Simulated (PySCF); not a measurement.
# How the method moves the HOMO and LUMO of phenylhydrazine

Phenylhydrazine, C6H8N2.
Cartesian coordinates in Å at the PBE0-D3(BJ)/def2-SVP level; atoms count from 1:
```xyz
16
C6H8N2 angstrom
N     -2.7578   -0.6702   -0.2295
N     -1.8983    0.3910   -0.0674
C     -0.5286    0.2625    0.0003
C      0.0886   -0.9904    0.1561
C      1.4759   -1.0846    0.2444
C      2.2788    0.0512    0.1795
C      1.6679    1.2980    0.0236
C      0.2873    1.4085   -0.0660
H     -2.8162   -1.2203    0.6264
H     -2.4525   -1.2898   -0.9830
H     -2.2688    1.2831   -0.3661
H     -0.5235   -1.8918    0.2128
H      1.9332   -2.0700    0.3668
H      3.3652   -0.0305    0.2485
H      2.2790    2.2027   -0.0312
H     -0.1790    2.3904   -0.1876
```

Basis pcSseg-1 throughout (PySCF), one geometry. The structure is a single PBE0-D3(BJ)/def2-SVP conformer in the gas phase; no vibrational or solvent corrections.

How do the orbital energies, the gap and the dipole change with the method?

```tsv
method	kind	HOMO (eV)	LUMO (eV)	gap (eV)	μ (D)	SCF cycles
BLYP	GGA	-4.63	-0.81	3.82	0.85	15
BP86	GGA	-4.91	-1.08	3.83	0.86	15
PBE0	global hybrid	-5.83	-0.11	5.72	0.71	14
CAM-B3LYP	range-separated hybrid	-7.00	0.99	7.99	0.65	12
wB97X-D	range-separated hybrid	-7.57	1.60	9.17	0.65	13
HF	Hartree–Fock	-7.88	3.44	11.32	0.56	12
```

The HOMO spans 3.25 eV, from BLYP down to HF, and the gap runs from 3.82 eV (BLYP) to 11.32 eV (HF). Over the methods BLYP (0 %), BP86 (0 %), PBE0 (25 %), HF (100 %), a straight line through the gap against the share of exact exchange rises by 0.75 eV for each 10 % (correlation coefficient 1.000). The dipole ranges from 0.56 D (HF) to 0.86 D (BP86). This basis has no diffuse functions.
